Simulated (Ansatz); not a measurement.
Coupled-cluster run, C6H4HfO, SMILES `C#[C][Hf]([OH])([C]#C)[C]#C`.

```yaml
crystal:
  periodic: [false, false, false]
  atoms:
    - {symbol: C, position_ang: [-2.606327, 1.860735, 0.676343]}
    - {symbol: C, position_ang: [-1.714402, 1.149007, 0.257873]}
    - {symbol: Hf, position_ang: [-0.078457, -0.123172, -0.428175]}
    - {symbol: O, position_ang: [-0.406024, -0.635718, -2.215420]}
    - {symbol: C, position_ang: [1.805998, 0.975019, -0.337439]}
    - {symbol: C, position_ang: [2.849730, 1.591076, -0.246309]}
    - {symbol: C, position_ang: [0.043064, -1.914032, 0.814215]}
    - {symbol: C, position_ang: [0.117509, -2.887021, 1.538752]}
    - {symbol: H, position_ang: [-3.388714, 2.485809, 1.045303]}
    - {symbol: H, position_ang: [-0.571490, -0.893526, -3.116882]}
    - {symbol: H, position_ang: [3.765967, 2.132195, -0.164584]}
    - {symbol: H, position_ang: [0.183148, -3.740362, 2.176313]}
basis:
  gaussian: {orbitals: def2-SVP}
correlation: {method: ccsd_t}
```

```sh
$ ansatz run in.yaml --threads 4 --pin off --events-out ev --progress --plain --max-ram 11315MiB
```

The program prints (abridged):

```
Functional definition: HF
1534 factors; integrals over basis functions are off by at most 1.3e-3 eV
mean field evaluation 1: about -9559.3031 eV, gradient 5.3e1 eV
mean field evaluation 2: about -9559.5226 eV, gradient 5.2e1 eV
mean field evaluation 4: about -9566.2998 eV, gradient 5.8e0 eV
mean field evaluation 8: about -9566.4174 eV, gradient 6.4e-1 eV
mean field -9566.41866495 eV, -351.5594015856 hartree, gradient 1.5e-6 eV, S^2 0.000000; 0 other end points of the search recorded, 0 dependent functions left out
7 core orbitals not correlated: weight in the atoms' cores, before any rotation towards them, 1.000 or more for the frozen orbitals, at most 0.000 for the correlated occupied ones
reference -9566.41866495 eV, -351.5594015856 hartree; 23, 23 occupied and 120, 120 virtual orbitals, 1534 factors
second order -31.12985389 eV of doubles, -0.00000000 eV of singles
cycle   1  -30.65615243 eV  change    4.7e-1 eV  update   1.7e-1
cycle   2  -31.63766570 eV  change   -9.8e-1 eV  update   5.8e-2
cycle   3  -31.91871624 eV  change   -2.8e-1 eV  update   3.1e-2
cycle   4  -31.94133180 eV  change   -2.3e-2 eV  update   9.9e-3
cycle   5  -31.94730917 eV  change   -6.0e-3 eV  update   3.7e-3
cycle   6  -31.95010003 eV  change   -2.8e-3 eV  update   1.0e-3
cycle   7  -31.95043451 eV  change   -3.3e-4 eV  update   4.6e-4
cycle   8  -31.95045879 eV  change   -2.4e-5 eV  update   1.2e-4
cycle   9  -31.95056704 eV  change   -1.1e-4 eV  update   5.7e-5
cycle  10  -31.95054189 eV  change    2.5e-5 eV  update   1.9e-5
perturbative correction -1.41558750 eV, -0.0520218810 hartree
Total energy: -9599.78479434 eV, -352.7855842242 hartree
```

Run time 50 s (4 threads of an Arm Neoverse V2 on a shared host); peak host memory 1.6 GiB.

The correlation energy is -33.366 eV, 4.2 % of it from (T); the T1 diagnostic reads 0.0163.
